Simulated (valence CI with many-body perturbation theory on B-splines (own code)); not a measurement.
Values are calculated unless marked as measured or tabulated.
## La XLIV: what the settings do

Level of theory: valence CI with perturbative core correlation (CI+MBPT): four valence electrons over a frozen Dirac-Fock core [Ne], a basis of 6 s, 6 p, 5 d, 3 f, 1 g functions for each j, with the one-electron correlation potential Σ1, the two-electron term Σ2, the three-electron term Σ3, Breit, model QED; selected CI, second order for the rest, scaled by the run's own slope (own B-spline code, finite nucleus).

No measured spectrum was set against this ion. As an estimate, large intervals hold to a few tenths of a per cent, small ones and those within an open d or f shell to about a per cent.

The reference run has the lowest level (3s^2 3p1/2^2) J=0 and an ionisation energy of 3418.19 eV. Its largest variational space holds 9998 state functions.

Levels are named by their leading jj configuration (3d3/2^4 stands for four electrons in 3d with j = 3/2), which in mixed levels can hold well under half, so a name can repeat and another be missing. Letters in brackets count levels of one name in rising energy.

| Level | Reference (cm⁻¹) | Shift (cm⁻¹) |
| --- | --- | --- |
| (3s^2 3p1/2 3p3/2) J=1 | 779579 | -63 |
| (3s^2 3p1/2 3p3/2) J=2 | 835068 | -28 |
| (3s^2 3p3/2^2) J=2 | 1654750 | -63 |
| (3s 3p1/2^2 3p3/2) J=2 | 1675710 | -31 |
| (3s^2 3p3/2^2) J=0 | 1775000 | +11 |
| (3s 3p1/2^2 3p3/2) J=1 | 1846390 | +25 |
| (3s^2 3p1/2 3d3/2) J=2 | 2052400 | -274 |
| (3s^2 3p1/2 3d3/2) J=1 | 2286880 | -252 |
| (3s^2 3p1/2 3d5/2) J=2 | 2289720 | -206 |
| (3s^2 3p1/2 3d5/2) J=3 | 2325550 | -238 |
| (3s 3p1/2 3p3/2^2) J=2 [a] | 2495250 | -168 |
| (3s 3p1/2 3p3/2^2) J=3 | 2551450 | -88 |

The ionisation energy moves by -0.036 eV.

(1) Which of these changes was made?
A. cutoff of virtual states (hartree) 6498 → 368.17
B. highest l in the core sums 6 → 7
C. hole-hole ladder in Σ2 on → off
D. orbitals per symmetry with explicit Σ2 and valence Breit (the others get mean screening factors) 5 → 2

Answers

(1) C. hole-hole ladder in Σ2 on → off.
